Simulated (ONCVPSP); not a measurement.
**osmium (Os) ONCV: all-electron and pseudo phase curves**

Os, optimised norm-conserving Vanderbilt (ONCV), made with ONCVPSP 4.0.1 (LDA (Perdew-Zunger), scalar-relativistic). Core [Kr] 4d10 4f14, reference 5s2 5p6 5d6 6s1.75 6p0.25. Waves: 5s+6s: rc 1.65 bohr, ncon 5, nbas 8, qcut 5.7 1/bohr, 2 projectors; 5p+6p: rc 2.30 bohr, ncon 3, nbas 7, qcut 5.5 1/bohr, 2 projectors; 5d: rc 1.65 bohr, ncon 4, nbas 8, qcut 5.6 1/bohr, local. Local part: the d channel. Core correction: none.

The phase is arctan(r·R′/R) of the radial function R(r), unwrapped; energies in Ha, scanned from -5 to 5 Ha. A pole is an energy at which the radial function vanishes at the test radius. The pseudo phase is shifted by a multiple of π to meet the all-electron one at the reference energy, and phase errors are pseudo minus all-electron; the curves can meet again beyond the range given. Levels narrower than the energy grid can be missing from the lists of poles.

| channel | radius (bohr) | reference energy (Ha) | poles, all-electron | poles, pseudo | unbroken range about the reference energy with phases within 0.05 rad | phase error 1 Ha above the reference energy (rad) |
| --- | --- | --- | --- | --- | --- | --- |
| s | 1.68 | -0.25 | -3.01 | -3.01 | the whole range | -0.002 |
| p | 2.33 | -0.06 | -1.82, 2.66 | -1.82, 2.67 | below 4.8 | +0.001 |
| d | 1.68 | -0.25 | 1.47 | 1.46 | below 4.0 | -0.001 |

Phases in the s channel:

```json
{"E (Ha)": "-4.96", "all-electron": "1.171", "pseudo": "1.171"}
{"E (Ha)": "-4.48", "all-electron": "1.022", "pseudo": "1.021"}
{"E (Ha)": "-4.00", "all-electron": "0.404", "pseudo": "0.404"}
{"E (Ha)": "-3.52", "all-electron": "-1.197", "pseudo": "-1.197"}
{"E (Ha)": "-3.04", "all-electron": "-1.560", "pseudo": "-1.560"}
{"E (Ha)": "-2.56", "all-electron": "-1.686", "pseudo": "-1.686"}
{"E (Ha)": "-2.08", "all-electron": "-1.765", "pseudo": "-1.765"}
{"E (Ha)": "-1.60", "all-electron": "-1.835", "pseudo": "-1.835"}
{"E (Ha)": "-1.12", "all-electron": "-1.914", "pseudo": "-1.914"}
{"E (Ha)": "-0.64", "all-electron": "-2.018", "pseudo": "-2.018"}
{"E (Ha)": "-0.16", "all-electron": "-2.179", "pseudo": "-2.179"}
{"E (Ha)": "0.32", "all-electron": "-2.467", "pseudo": "-2.468"}
{"E (Ha)": "0.80", "all-electron": "-2.998", "pseudo": "-3.000"}
{"E (Ha)": "1.28", "all-electron": "-3.648", "pseudo": "-3.654"}
{"E (Ha)": "1.76", "all-electron": "-4.066", "pseudo": "-4.072"}
{"E (Ha)": "2.24", "all-electron": "-4.286", "pseudo": "-4.293"}
{"E (Ha)": "2.72", "all-electron": "-4.412", "pseudo": "-4.419"}
{"E (Ha)": "3.20", "all-electron": "-4.492", "pseudo": "-4.500"}
{"E (Ha)": "3.68", "all-electron": "-4.549", "pseudo": "-4.558"}
{"E (Ha)": "4.16", "all-electron": "-4.591", "pseudo": "-4.602"}
{"E (Ha)": "4.64", "all-electron": "-4.624", "pseudo": "-4.638"}
```
